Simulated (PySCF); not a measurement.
Computed with PySCF with B3LYP-D3(BJ)/def2-TZVP. All species are isolated molecules in the gas phase. One relaxed conformer stands for a flexible species; it need not be the lowest. B3LYP has the VWN-RPA correlation part, as in Gaussian. 

Reference species (SMILES): `B/C=N/C` (neutral, multiplicity 1).

```yaml
HOMO: -6.92 eV
HOMO–LUMO gap: 4.92 eV
```

Changed species: `[H]/N=C\CB`.

Q: What does the change do to the HOMO and HOMO–LUMO gap?

A: the HOMO falls by 0.39 eV, to -7.31 eV; the HOMO–LUMO gap rises by 0.50 eV, to 5.42 eV.
